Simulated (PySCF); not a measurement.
Calculation: TPSSh-D3(BJ)/def2-TZVP // r2SCAN-D4/def2-SVP in PySCF 2.14.0. Gas-phase values, no solvent. One relaxed conformer stands for a flexible species; it need not be the lowest. 

Reference species: [Hf(NH2)2(H)2] (neutral, multiplicity 1).

```yaml
mean_distance_from_the_central_atom_to_its_bonded_neighbours: 1.947 Å
HOMO–LUMO gap: 5.62 eV
HOMO: -6.80 eV
```

Changed species: [Hf(NH2)3(H)] (1 of 4 NH2 replaced by H; the reference has 2 of 4 NH2 replaced by H).

**Question.** Give the shifts of the mean distance from the central atom to its bonded neighbours, HOMO–LUMO gap and HOMO.

**Answer.** the mean distance from the central atom to its bonded neighbours rises by 0.051 Å, to 1.998 Å; the HOMO–LUMO gap goes up by 0.52 eV, to 6.14 eV; the HOMO rises by 0.42 eV, to -6.38 eV.
